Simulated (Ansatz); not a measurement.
Reaction (cleavage of the Si–Si bond): `[SiH3][SiH]1CO1` + H₂S → `S[SiH]1CO1` + SiH₄

Computed with Ansatz on PBE0-D4/def2-TZVP structures; ΔE is electronic, products minus reactants. CBS: MP2 limit from def2 TZ/QZ plus the TZ coupled-cluster correction, frozen cores. This one scheme is used for every species. Functionals use def2-TZVPP. HSE06 is defined as in plane-wave codes. One conformer a species, not always the lowest.

(1) Is it downhill or uphill in electronic energy at CCSD(T)/CBS, and by how much? (Estimate.)

(2) What do these levels give: r2SCAN-D4, CAM-B3LYP-D4, ωB97M-V, PBE-QIDH, PBE0, HSE06, BHLYP, CCSD/def2-SVP, CCSD(T)/def2-SVP, MP2/def2-TZVPP, HF/def2-QZVPP, MP2/CBS(def2)? (An estimate is asked.)

(3) What do rigid-rotor, harmonic-oscillator terms from PBE0-D4/def2-TZVP frequencies (298.15 K, 1 bar) make of the CCSD(T)/CBS value? (An estimate is asked.)

Largest T1 diagnostic among the species: 0.015.

## Answers

(1) Computed: Downhill: ΔE = -64.5 kJ/mol.

(2) Ansatz gave: r2SCAN-D4 -63.3, CAM-B3LYP-D4 -64.7, ωB97M-V -68.8, PBE-QIDH -65.5, PBE0 -58.1, HSE06 -58.1, BHLYP -67.7, CCSD/def2-SVP -59.6, CCSD(T)/def2-SVP -59.1, MP2/def2-TZVPP -72.6, HF/def2-QZVPP -73.1, MP2/CBS(def2) -73.7 kJ/mol.

(3) Computed: ΔZPE = +2.1 kJ/mol, ΔH = -64.1 kJ/mol, ΔS = -17 J/(mol·K), ΔG = -59.1 kJ/mol.

At CCSD(T), def2-SVP lies +5.4 kJ/mol from the extrapolated value and def2-TZVPP +1.1 kJ/mol. Leaving LDA and LC-ωPBE aside and taking each functional with its dispersion term where it has one, the values, not all of them listed here, spread over 14.9 kJ/mol, from ωB97M-V to PBE-D4.
